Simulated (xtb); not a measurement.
C5H11O3Si, doublet, at a GFN2-xTB geometry; GFN1-xTB in xtb.

Input for xtb:
```
$ xtb mol.xyz --gfn 1 --uhf 1 --json

# file mol.xyz
20

C      0.25473358    -2.47061805    -1.61680251
C      0.43458151    -1.47576521    -0.81249238
Si     0.01275147     0.09278746     0.08135978
O      1.23086558     1.15890089    -0.01229605
C      2.52262048     1.02300604     0.50528301
O     -0.27218109    -0.21339121     1.64768540
C     -1.32254073    -0.95640572     2.19301956
O     -1.30300575     0.84818837    -0.51421680
C     -1.42236083     1.49488080    -1.74707950
H      0.99642972    -3.25171015    -1.75398004
H     -0.64169987    -2.61532883    -2.22087272
H      2.48925587     0.77650130     1.56758066
H      3.03822725     1.97398997     0.36594804
H      3.06434248     0.23438162    -0.02232683
H     -1.21813836    -2.01275110     1.93297092
H     -2.28425438    -0.59697246     1.82354500
H     -1.28174078    -0.84374650     3.27706891
H     -2.36318200     2.04684569    -1.74331578
H     -1.43325809     0.76496654    -2.56101375
H     -0.59213621     2.18462818    -1.90559112
```

It wrote (shortened):

```
   ID    Z sym.   atoms
    1    6 C      1, 2, 5, 7, 9
    2   14 Si     3
    3    8 O      4, 6, 8
    4    1 H      10-20

           -------------------------------------------------
          |                Calculation Setup                |
           -------------------------------------------------

           -------------------------------------------------
          |                 G F N 1 - x T B                 |
           -------------------------------------------------

          ...................................................
          :                      SETUP                      :
          :.................................................:
          :  # basis functions                  64          :
          :  # atomic orbitals                  63          :
          :  # shells                           41          :
          :  # electrons                        53          :
          :  # halogen bonds                     0          :
          :  max. iterations                   250          :
          :  Hamiltonian                  GFN1-xTB          :
          :  restarted?                      false          :
          :  GBSA solvation                  false          :
          :  PC potential                    false          :
          :  electronic temp.          300.0000000     K    :
          :  accuracy                    1.0000000          :
          :  -> integral cutoff          0.2500000E+02      :
          :  -> integral neglect         0.1000000E-07      :
          :  -> SCF convergence          0.1000000E-05 Eh   :
          :  -> wf. convergence          0.2000000E-04 e    :
          :  Broyden damping             0.4000000          :
          :  net charge                          0          :
          :  unpaired electrons                  1          :
          ...................................................

 iter      E             dE          RMSdq      gap      omega  full diag
   1    -32.8013984 -0.328014E+02  0.806E+00    2.63       0.0  T
   2    -32.8555327 -0.541343E-01  0.483E+00    2.67       1.0  T
   3    -32.8522959  0.323673E-02  0.836E-01    2.56       1.0  T
   4    -32.8539469 -0.165101E-02  0.338E-01    2.63       1.0  T
   5    -32.8587922 -0.484525E-02  0.452E-02    2.62       1.0  T
   6    -32.8588481 -0.559416E-04  0.201E-02    2.61       1.1  T
   7    -32.8588509 -0.276578E-05  0.741E-03    2.62       3.0  T
   8    -32.8588514 -0.489459E-06  0.193E-03    2.62      11.6  T
   9    -32.8588514 -0.179730E-07  0.190E-04    2.62     117.4  T
  10    -32.8588514 -0.409081E-09  0.196E-05    2.62    1140.1  T

   *** convergence criteria satisfied after 10 iterations ***

         :::::::::::::::::::::::::::::::::::::::::::::::::::::
         ::                     SUMMARY                     ::
         :::::::::::::::::::::::::::::::::::::::::::::::::::::
         :: total energy             -32.531694979806 Eh    ::
         :: gradient norm              0.037391521132 Eh/a0 ::
         :: HOMO-LUMO gap              2.615981457200 eV    ::
         ::.................................................::
         :: SCC energy               -32.858851418506 Eh    ::
         :: -> electrostatic           0.098584249361 Eh    ::
         :: repulsion energy           0.335321302421 Eh    ::
         :: dispersion energy         -0.008164863721 Eh    ::
         :: halogen bond corr.         0.000000000000 Eh    ::
         :: add. restraining           0.000000000000 Eh    ::
         :: total charge              -0.000000000000 e     ::
         :::::::::::::::::::::::::::::::::::::::::::::::::::::

           -------------------------------------------------
          |                Property Printout                |
           -------------------------------------------------

    * Orbital Energies and Occupations

         #    Occupation            Energy/Eh            Energy/eV
[...]
        33                         -0.0656158              -1.7855
        34                         -0.0620226              -1.6877
        35                         -0.0613231              -1.6687
        36                         -0.0594848              -1.6187
        37                         -0.0582395              -1.5848
        38                         -0.0557649              -1.5174
       ...                                ...                  ...
        63                          1.3462159              36.6324
      -------------------------------------------------------------
                  HL-Gap            0.0961355 Eh            2.6160 eV
             Fermi-level           -0.3346655 Eh           -9.1067 eV

  Mulliken/CM5 charges         n(s)   n(p)   n(d)
     1C    -0.06750 -0.16171   1.043  3.024  0.000
     2C    -0.07181 -0.04114   1.197  2.875  0.000
     3Si    0.56364  0.50310   0.861  1.400  1.175
     4O    -0.40592 -0.46809   1.630  4.776  0.000
     5C     0.18123  0.06609   0.963  2.856  0.000
     6O    -0.40465 -0.46645   1.630  4.775  0.000
     7C     0.18164  0.06659   0.963  2.855  0.000
     8O    -0.40555 -0.46738   1.632  4.773  0.000
     9C     0.18194  0.06692   0.963  2.855  0.000
    10H     0.03629  0.08884   0.964  0.000  0.000
    11H     0.04419  0.09633   0.956  0.000  0.000
    12H     0.02671  0.08888   0.973  0.000  0.000
    13H     0.01487  0.07530   0.985  0.000  0.000
    14H     0.01309  0.07382   0.987  0.000  0.000
    15H     0.01376  0.07446   0.986  0.000  0.000
    16H     0.02675  0.08898   0.973  0.000  0.000
    17H     0.01521  0.07566   0.985  0.000  0.000
    18H     0.01540  0.07584   0.985  0.000  0.000
    19H     0.01313  0.07366   0.987  0.000  0.000
    20H     0.02760  0.09028   0.972  0.000  0.000

Wiberg/Mayer (AO) data.
largest (>0.10) Wiberg bond orders for each atom

 ---------------------------------------------------------------------------
     #   Z sym  total        # sym  WBO       # sym  WBO       # sym  WBO
 ---------------------------------------------------------------------------
     1   6 C    3.996 --     2 C    2.057    10 H    0.936    11 H    0.924
     2   6 C    3.367 --     1 C    2.057     3 Si   1.115
     3  14 Si   5.108 --     6 O    1.288     4 O    1.286     8 O    1.270
                             2 C    1.115
     4   8 O    2.327 --     3 Si   1.286     5 C    0.929
     5   6 C    3.917 --    14 H    0.986    13 H    0.986    12 H    0.985
                             4 O    0.929
     6   8 O    2.329 --     3 Si   1.288     7 C    0.929
     7   6 C    3.917 --    15 H    0.987    17 H    0.986    16 H    0.985
                             6 O    0.929
     8   8 O    2.326 --     3 Si   1.270     9 C    0.930
     9   6 C    3.917 --    19 H    0.986    18 H    0.985    20 H    0.985
                             8 O    0.930
    10   1 H    1.011 --     1 C    0.936
    11   1 H    1.002 --     1 C    0.924
    12   1 H    1.009 --     5 C    0.985
    13   1 H    1.019 --     5 C    0.986
    14   1 H    1.013 --     5 C    0.986
    15   1 H    1.011 --     7 C    0.987
    16   1 H    1.009 --     7 C    0.985
    17   1 H    1.019 --     7 C    0.986
    18   1 H    1.019 --     9 C    0.985
    19   1 H    1.011 --     9 C    0.986
    20   1 H    1.010 --     9 C    0.985
 ---------------------------------------------------------------------------

Topologies differ in total number of bonds
Writing topology from bond orders to xtbtopo.mol

 dipole moment from electron density (au)
     X       Y       Z
   0.0045  -0.6090  -0.4679  total (Debye):    1.952

           -------------------------------------------------
          | TOTAL ENERGY              -32.531694979806 Eh   |
          | GRADIENT NORM               0.037391521132 Eh/α |
          | HOMO-LUMO GAP               2.615981457200 eV   |
           -------------------------------------------------

normal termination of xtb
```
